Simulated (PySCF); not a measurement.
**Telling isomers of C3H12ClNSi4 apart by NMR**

PySCF 2.14 calculation with NMR shieldings at PBE0/pcSseg-1/GIAO and structure optimised with GFN2-xTB; gas phase, fast rotation and ring inversion assumed for equivalent nuclei, non-relativistic Hamiltonian, one conformer.

Scale: ¹H, ¹³C vs TMS (reference shieldings calculated alike). Where no couplings were computed, multiplicities follow the n + 1 count of equivalent neighbours, and m marks all less simple cases (inequivalent or close neighbours, rings, F or P nearby). Shifts are as computed. Against solution values, carbons near 30 ppm lie about +3 ppm off and those near 130 ppm about +5 ppm. Of 1309 compounds with measured shifts, 239 miss one by over three times the rms of a fit or turn the order of signals round; such compounds aren't used in these exercises.

(1) Tabulate the signals of `CC#C[SiH2][Si@H](Cl)N([SiH3])[SiH3]`, `C[Si@@H](Cl)C#C[SiH2]N([SiH3])[SiH3]` and their relative energies.

(2) What is the quickest way to tell CC#C[SiH2][Si@H](Cl)N([SiH3])[SiH3] from C[Si@@H](Cl)C#C[SiH2]N([SiH3])[SiH3]?

Answers

(1) 
```json
{"SMILES": "CC#C[SiH2][Si@H](Cl)N([SiH3])[SiH3]", "carbon types": "2×C 1×CH3", "δC": "117.9, 76.3, 6.3", "δH": "5.80 (m, 1H), 4.72 (s, 6H), 4.51 (m, 1H), 4.44 (m, 1H), 2.09 (s, 3H)", "E rel. (kcal/mol)": "10.1"}
{"SMILES": "C[Si@@H](Cl)C#C[SiH2]N([SiH3])[SiH3]", "carbon types": "2×C 1×CH3", "δC": "120.9, 117.4, 4.6", "δH": "5.33 (q, 1H), 5.09 (m, 1H), 5.05 (m, 1H), 4.88 (s, 6H), 0.60 (d, 3H)", "E rel. (kcal/mol)": "0.0"}
```

Energies are electronic energies at PBE0/pcSseg-1 on these geometries, without zero-point or thermal terms, each for the one conformer computed, which needn't be the lowest.

(2) Both give the same number of carbon signals, with the same numbers of each carbon type, so the positions decide. The first has an alkyne carbon (C) at 76.3 ppm, the second an alkyne carbon (C) at 120.9 ppm. Their most deshielded carbons lie at 117.9 and 120.9 ppm. In the proton spectra the most deshielded non-exchanging signals are 5.80 (m, 1H) and 5.33 (q, 1H).
